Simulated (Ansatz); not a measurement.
[MoS4]2- (MoS₄²⁻). The state is a triplet with charge -2. Geometry B3LYP-D4/def2-SVPD, that of the charge -2 singlet; atoms count from 1.

```tsv
atom	x (Å)	y (Å)	z (Å)
Mo1	0.000	0.000	0.000
S2	-1.650	1.436	-0.343
S3	-0.038	-0.678	2.108
S4	1.937	0.986	-0.424
S5	-0.249	-1.745	-1.341
```

In the def2 sets Mo takes a core potential; there is no spin–orbit coupling. A multiply charged anion in the gas phase is held together partly by the finite basis. Removing one electron lowers the energy by 0.39 eV at PBE0-D4/def2-TZVPD, so it isn't bound. The highest occupied level of the charge -2 triplet lies above zero (up to 3.56 eV). By energy differences it is unbound by 2.33 eV (vertical, to the charge -1 doublet, at PBE0-D4/def2-TZVPD) and held by the finite basis. At PBE0-D4/def2-TZVPD a singlet of charge -2 lies 1.94 eV below the triplet at the same geometry.

Problem. Estimate the Mulliken populations from the PBE0/def2-TZVPD orbitals of Ansatz.

Solution. 
```
atom  charge (e)  spin (α − β)  d electrons
 Mo1        0.63          0.53         4.22
  S2       -0.62          0.52            –
  S3       -0.62          0.52            –
  S4       -0.70          0.21            –
  S5       -0.70          0.21            –
```
Mulliken values and Mayer orders depend strongly on the basis. With diffuse functions, as here, like atoms can get unlike values, and bond orders can come out too low or too high.

Problem. Where does the spin sit?

Solution. Summed by element: Mo 0.53, S 1.47, of 2 unpaired in all. Largest on single atoms: Mo1 0.53, S2 0.52, S3 0.52.

Problem. And the Mayer bond orders between bonded heavy atoms (over 0.3)?

Solution. Mo1–S2 1.45 (2.21 Å); Mo1–S3 1.46 (2.21 Å); Mo1–S4 1.65 (2.21 Å); Mo1–S5 1.65 (2.21 Å).
